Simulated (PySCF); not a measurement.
HSe, SMILES [SeH] (connectivity only; charge and spin as stated), charge -1, multiplicity 1.

Geometry optimised at PBE0-D3(BJ)/def2-TZVPD. The multiplicity is an assumed one; other spin states were not compared.

Method: PySCF with PBE0-D3(BJ)/def2-TZVPD.

Frequencies are harmonic and unscaled.

**Question.** List the normal modes with their intensities. (An estimate is asked for; the answer gives what the named calculation found.)

**Answer.** 
| mode | ν (cm⁻¹) | IR (km/mol) | Raman (Å⁴/amu) | depolarisation | moving atoms (share of kinetic energy) |
|---|---|---|---|---|---|
| 1 | 2394 | 104.0 | 186.4 | 0.45 | H 99 % |
